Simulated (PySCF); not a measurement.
Question: Give a GFN2-xTB geometry of `CC#C[Si@H](CC)N[SiH3]`.

Answer: 
```xyz
21
C5H13NSi2 angstrom
C      3.423   -1.001    0.758
C      2.042   -0.600    0.605
C      0.890   -0.264    0.483
Si    -0.871    0.254    0.244
C     -1.716   -1.004   -0.904
C     -1.601   -2.425   -0.372
N     -0.973    1.813   -0.514
Si    -0.379    3.315    0.100
H      4.080   -0.221    0.374
H      3.608   -1.924    0.207
H      3.649   -1.168    1.811
H     -1.525    0.350    1.555
H     -2.771   -0.752   -1.026
H     -1.269   -0.963   -1.899
H     -2.061   -3.140   -1.053
H     -2.092   -2.512    0.595
H     -0.556   -2.697   -0.243
H     -1.183    1.802   -1.498
H     -0.973    3.512    1.421
H      1.083    3.311    0.218
H     -0.813    4.331   -0.860
```

Any rigid rotation of these coordinates is as good. Atoms count from 1 in this order. The 2 C–Si bonds span 1.851 Å (C3–Si4, drawn single) to 1.901 Å (Si4–C5, drawn single), a spread of 0.050 Å. Of the pairs four or more bonds apart, C3···H17 is among the closest relative to their van der Waals radii: 2.92 Å, 101 % of the sum of Bondi's values. N7 (nitrogen bridging silicon atoms) is almost planar (angles 127.2°, 115.5° and 115.3°, sum 358.0°, 0.11 Å off the plane of its three neighbours). The C–C distances run from 1.206 Å (C2≡C3, drawn triple) to 1.522 Å (C5–C6, drawn single), a spread of 0.316 Å.

Bonds between heavy atoms (Å): C1–C2 1.446, C2≡C3 1.206, C3–Si4 1.851, Si4–C5 1.901, C5–C6 1.522, Si4–N7 1.736, N7–Si8 1.728.

Structure optimised with GFN2-xTB, isolated species.

Point group: C1 (no symmetry element, even within 0.4 Å). GFN2-xTB frequencies: not computed here. One conformer, not necessarily the lowest (C3–Si4–C5–C6 56°, C3–Si4–N7–Si8 -62°).
